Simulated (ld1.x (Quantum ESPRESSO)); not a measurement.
**Which change was made? (Te, TM)**

```
Element                 : tellurium (Te)
Generator               : ld1.x (Quantum ESPRESSO) 7.5
Type                    : norm-conserving Troullier–Martins (Kleinman–Bylander form)
Functional              : PBE
Relativity              : scalar-relativistic
Frozen core             : [Ar] 3d10
Valence charge          : 24
Reference configuration : 4s2 4p6 4d10 5s2 5p3 (charge +1)
Partial waves           : 4p (bound): rc 0.75 bohr; 4d (bound): rc 1.05 bohr; 4s (bound): rc 1.10 bohr
Local potential         : the s channel
Core correction         : none
```

Occupied shells without a wave of their own: 5p, 5s. They enter only through the test configuration that unscreens the potential.

Cutoffs, loose and tight: the cutoffs (Ry, on a coarse ladder) from which the occupation-weighted sum of valence levels, in a spherical-Bessel basis at the reference potential, stays within 10 and 1 mRy of its value at 400 Ry. They do not see the model core or the augmentation charge, which bear on the density cutoff. Test errors are all-electron minus pseudo excitation energies from the reference, over the configurations 4s2 4p6 4d10 5s2 5p4; 4s2 4p6 4d10 5s2 5p2; 4s2 4p6 4d10 5s2 5p1; 4s2 4p6 4d10 5s2 5p4.3; 4s2 4p6 4d10 5s1 5p4; 4s2 4p6 4d9 5s2 5p4; 4s2 4p6 4d10 5s2 5p3.5; variants that change the core or the reference have their own tests.

The base gives: outcome: generated, misses its reference levels by 2.55 eV; cutoff, loose: 230 Ry; cutoff, tight: over 300 Ry; bound ghosts: none; largest test error (meV): -1984.

After one change the result is: outcome: generated, misses its reference levels by 2.41 eV; cutoff, loose: 260 Ry; cutoff, tight: over 300 Ry; bound ghosts: none; largest test error (meV): -3007. Which change was it?
A. reference 4s2 4p6 4d10 5s2 5p4
B. functional PBEsol
C. type PAW; waves now 4s (bound): rcut 1.00, rcutus 1.10 bohr; 5s (bound): rcut 1.00, rcutus 1.10 bohr; 4p (bound): rc 0.75 bohr; 5p (bound): rc 0.75 bohr; 4d (bound): rcut 0.90, rcutus 1.05 bohr; 4d channel at -0.6 Ry: rcut 0.90, rcutus 1.05 bohr; local potential all-electron potential smoothed inside 0.85 bohr (lloc = -1); core correction a·sin(br)/r model core, default radius (ld1.x builds one for every PAW set, though the input has nlcc=.false.); augmentation BESSEL, radius 0.65 bohr

A. The others give: functional PBEsol → outcome: generated, misses its reference levels by 2.56 eV; cutoff, loose: 230 Ry; cutoff, tight: over 300 Ry; bound ghosts: none; largest test error (meV): -1991 | type PAW; waves now 4s (bound): rcut 1.00, rcutus 1.10 bohr; 5s (bound): rcut 1.00, rcutus 1.10 bohr; 4p (bound): rc 0.75 bohr; 5p (bound): rc 0.75 bohr; 4d (bound): rcut 0.90, rcutus 1.05 bohr; 4d channel at -0.6 Ry: rcut 0.90, rcutus 1.05 bohr; local potential all-electron potential smoothed inside 0.85 bohr (lloc = -1); core correction a·sin(br)/r model core, default radius (ld1.x builds one for every PAW set, though the input has nlcc=.false.); augmentation BESSEL, radius 0.65 bohr → outcome: failed: invmat: error in DGETRF.
